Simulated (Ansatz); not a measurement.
Reaction (redistribution): `O[SiH2]C#C[SiH3]` + `CC([SiH3])CO` → `O[SiH2]C#C[SiH2]O` + `CC(C)[SiH3]`

Program: Ansatz. Geometries: PBE0-D4/def2-TZVP. ΔE: electronic, gas phase. CBS: MP2 limit from def2 TZ/QZ plus the TZ coupled-cluster correction, frozen cores. Functionals use def2-TZVPP. B3LYP here is the variant with VWN-RPA as its local correlation; programs differ in this. One conformer a species, not always the lowest.

CCSD(T)/CBS gives -1.83 eV.

Task: Another level gave -1.80 eV. Which?
A. HF/def2-TZVPP
B. PBE-D4/def2-TZVPP
C. B3LYP/def2-TZVPP
D. PBE0/def2-TZVPP

Result: C. B3LYP -1.80, HF/def2-TZVPP -1.86, PBE0 -1.75, PBE-D4 -1.70 eV.

Largest T1 diagnostic among the species: 0.012.

From PBE to PBE0 (25 % exact exchange), in def2-TZVPP and without D4, ΔE moves by −0.05 eV.
